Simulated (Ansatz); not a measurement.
Reaction (cleavage of the B–B bond): `BBCCCl` + `[CH3][AlH][OH]` → `B[O][AlH][CH3]` + `BCCCl`

Computed with Ansatz on PBE0-D4/def2-TZVP structures; ΔE is electronic, products minus reactants. CCSD(T)/CBS adds triple-zeta CCSD(T) − MP2 to the extrapolated MP2 energy (def2 sets, frozen cores). Functionals use def2-TZVPP. B3LYP here is the variant with VWN-RPA as its local correlation; programs differ in this. One conformer a species, not always the lowest.

| level | ΔE (kJ/mol) | difference from CCSD(T)/CBS |
| --- | --- | --- |
| PBE-D4 | -131.1 | 16.1 |
| r2SCAN-D4 | -139.8 | 7.4 |
| PBE0-D4 | -137.8 | 9.4 |
| ωB97X-V | -145.6 | 1.6 |
| ωB97M-V | -149.0 | -1.8 |
| B2PLYP | -152.6 | -5.4 |
| PBE | -131.4 | 15.8 |
| PBE0 | -138.1 | 9.1 |
| B3LYP | -149.0 | -1.8 |
| HF/def2-TZVPP | -168.0 | -20.8 |
| SCS-MP2/def2-TZVPP | -157.5 | -10.3 |
| CCSD/def2-TZVPP | -151.0 | -3.8 |
| HF/def2-QZVPP | -168.6 | -21.4 |
| MP2/def2-QZVPP | -153.3 | -6.1 |
| SCS-MP2/def2-QZVPP | -156.1 | -8.9 |
| HF/CBS(def2) | -168.6 | -21.4 |
| CCSD(T)/CBS | -147.2 | 0 |

Largest T1 diagnostic among the species: 0.013.

From PBE to PBE0 (25 % exact exchange), in def2-TZVPP and without D4, ΔE moves by −6.7 kJ/mol. In def2-TZVPP, CCSD(T) changes the Hartree–Fock value by +18.0 kJ/mol (the triples alone add +1.1 kJ/mol) and MP2 by +13.3 kJ/mol.
